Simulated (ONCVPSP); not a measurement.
Before and after: ONCV potential for thallium

```
Element                 : thallium (Tl)
Generator               : ONCVPSP 4.0.1
Type                    : optimised norm-conserving Vanderbilt (ONCV)
Functional              : LDA (Perdew-Zunger)
Relativity              : scalar-relativistic
Frozen core             : [Kr] 4d10 4f14
Valence charge          : 21
Reference configuration : 5s2 5p6 5d10 6s2 6p1
Partial waves           : 5s+6s: rc 1.65 bohr, ncon 4, nbas 8, qcut 6.5 1/bohr, 3 projectors, debl 3.3 Ha; 5p+6p: rc 1.30 bohr, ncon 4, nbas 7, qcut 12.4 1/bohr, 2 projectors; 5d: rc 1.20 bohr, ncon 4, nbas 7, qcut 9.2 1/bohr, 2 projectors, debl 0.6 Ha
Local potential         : polynomial inside 0.75 bohr (lpopt 5, dvloc0 3 Ha)
Core correction         : none
```

Change: p: qcut 9.9.

Cutoffs: the cutoffs (Ha) at which the residual kinetic energy of the hardest occupied pseudo-wave falls to 1 and 0.1 mHa per electron; they do not see the model core or the augmentation charge, which bear on the density cutoff. Errors are all-electron minus pseudo energies relative to the spin-unpolarised reference configuration.

Q: Predict the effect on cutoff, ghosts and configuration errors.

A: The potential gets softer (48 Ha and 56 Ha → 38 Ha and 44 Ha); both files keep a bound ghost (s); the errors of the 3 common tests hardly move. The waves are optimised to have the least kinetic energy above qcut, so the cutoff follows it (qcut²/2 in Ha).

| quantity | base | changed |
| --- | --- | --- |
| cutoff, loose | 48 Ha | 38 Ha |
| cutoff, tight | 56 Ha | 44 Ha |
| loose cutoff by channel | s 17 Ha, p 48 Ha, d 23 Ha | s 17 Ha, p 38 Ha, d 23 Ha |
| bound ghosts | s | s |
| GHOST(+) flags under 300 eV | p at 235.9 eV | p at 204.2 eV |
| tests with a reliable result | 3 of 4 | 3 of 4 |
| error for 5s2 5p6 5d10 6s2 6p0, meV [ΔE 5.41 eV] | -2.2 | -2.2 |
| error for 5s2 5p6 5d10 6s1 6p0, meV [ΔE 26.61 eV] | -11 | -11 |
| error for 5s1 5p6 5d10 6s2 6p1, meV [ΔE 138.87 eV] | -792 | -789 |
| s: phases at 1.67 bohr within 0.05 rad from the reference energy up to (Ha; the scan ends near 5) | to the end of the scan | to the end of the scan |
| p: phases at 1.32 bohr within 0.05 rad from the reference energy up to (Ha; the scan ends near 5) | to the end of the scan | 4.8 |
| d: phases at 1.22 bohr within 0.05 rad from the reference energy up to (Ha; the scan ends near 5) | to the end of the scan | to the end of the scan |

 A true bound ghost makes a file unfit for plane-wave use even where its test errors are small: the radial tests pick states by their node count and pass the ghost by.
